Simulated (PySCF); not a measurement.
Be(Et)(SeH) (C2H6BeSe), SMILES [SeH][Be][CH2]C.

The structure is a stationary point at TPSSh-D3(BJ)/def2-SVP. The structure was generated by enumeration; whether it is a known compound was not checked. Other conformers were not sampled.

Two levels are set side by side: TDDFT-PBE/def2-SVPD (PySCF) and TDDFT-CAM-B3LYP/def2-SVPD (PySCF). Vertical, same geometry. The lowest singlet is HOMO→LUMO 99 % with PBE and HOMO→LUMO 90 % with the other functional; states are paired by order. Differences are taken from unrounded values.

| quantity | TDDFT-CAM-B3LYP | TDDFT-PBE | TDDFT-PBE minus TDDFT-CAM-B3LYP |
|---|---|---|---|
| lowest singlet excitation (eV) | 5.07 | 4.64 | -0.43 |
| lowest triplet excitation (TDA) (eV) | 4.75 | 4.41 | -0.34 |
| first bright state (f over 0.05) (eV) | 6.26 | 5.29 | -0.97 |
| its oscillator strength | 0.10 | 0.05 | -0.05 |

Functionals without exact exchange tend to place singlet excitations lower, as here. Differences between two approximate levels are no errors against the true value.

Rough cost on one machine, each run with all the roots and properties that it gave: TDDFT-CAM-B3LYP against TDDFT-PBE about 6 times.
